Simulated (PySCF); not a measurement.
## Bonding in `C[C@@H]1CC[C@H](C2CCC2)C1`

C10H18.
Numbering: `[CH3:1][C@@H:2]1[CH2:3][CH2:4][C@H:5]([CH:6]2[CH2:7][CH2:8][CH2:9]2)[CH2:10]1` (hydrogens: H11, H12, H13 on C1; H14 on C2; H15, H16 on C3; H17, H18 on C4; H19 on C5; H20 on C6; H21, H22 on C7; H23, H24 on C8; H25, H26 on C9; H27, H28 on C10)

Structure used (PBE0-D3(BJ)/def2-SVP), in Å, numbered top down from 1:
```
atom  x, y, z in Å
C1    -3.3985   -0.7613   -0.5116
C2    -2.2766   -0.0378    0.2094
C3    -1.8314    1.2773   -0.4294
C4    -0.5257    1.5948    0.2931
C5     0.1580    0.2229    0.5088
C6     1.3346    0.0004   -0.4222
C7     2.6379    0.8021   -0.2182
C8     3.4264   -0.4624   -0.6060
C9     2.1692   -1.2915   -0.2872
C10   -0.9618   -0.8218    0.2928
H11   -3.1100   -0.9926   -1.5506
H12   -3.6492   -1.7128   -0.0168
H13   -4.3154   -0.1524   -0.5474
H14   -2.6080    0.1898    1.2403
H15   -2.5839    2.0780   -0.3520
H16   -1.6463    1.1102   -1.5062
H17   -0.7495    2.0632    1.2649
H18    0.1167    2.3007   -0.2564
H19    0.5415    0.1575    1.5417
H20    0.9947    0.1104   -1.4686
H21    2.7768    1.0537    0.8462
H22    2.7902    1.7164   -0.8120
H23    3.6570   -0.4785   -1.6826
H24    4.3507   -0.6879   -0.0531
H25    1.9237   -2.1458   -0.9364
H26    2.1729   -1.6416    0.7583
H27   -0.9807   -1.5971    1.0739
H28   -0.7995   -1.3484   -0.6650
```

Bond orders from the PBE0/pcSseg-1 density (PySCF). One conformer (not necessarily the lowest) at the PBE0-D3(BJ)/def2-SVP geometry, without solvent, vibrations or thermal averaging.

Task: Where do the orders between heavy atoms depart from those drawn in the SMILES?

Result: The largest departure is 0.060, at C5–C6 (drawn single, 0.940).

Task: Give the Mayer order of every bond between heavy atoms, beside its length.

Result: 
```tsv
bond	drawn as	length (Å)	Mayer order
C1–C2	single	1.517	1.055
C2–C3	single	1.528	0.989
C3–C4	single	1.526	1.034
C4–C5	single	1.548	1.023
C5–C6	single	1.517	0.940
C6–C7	single	1.544	0.995
C7–C8	single	1.540	1.027
C8–C9	single	1.539	1.027
C5–C10	single	1.547	1.004
C10–C2	single	1.533	1.002
C9–C6	single	1.544	0.995
```

Bonds between the same two heavy elements. C–C: lowest C5–C6 (0.940, 1.517 Å), highest C1–C2 (1.055, 1.517 Å); in 17 of the 55 pairs the longer bond (by over 0.003 Å) has the higher order (by 0.02 or more).

Task: And the bonds to hydrogen?

Result: C–H: 0.93 to 0.96 (18 bonds).

Task: Sum the orders of all bonds at each heavy atom with more than one neighbour and set the sums beside the valence in the SMILES.

Result: C1 3.943 (drawn 4), C2 3.981 (drawn 4), C3 3.926 (drawn 4), C4 3.961 (drawn 4), C5 3.907 (drawn 4), C6 3.860 (drawn 4), C7 3.927 (drawn 4), C8 3.966 (drawn 4), C9 3.928 (drawn 4), C10 3.905 (drawn 4). Orders between atoms that aren't bonded are not in these sums.

The Mayer order sums products of elements of PS (density times overlap matrix) between the two atoms' basis functions, so it depends on the basis set.
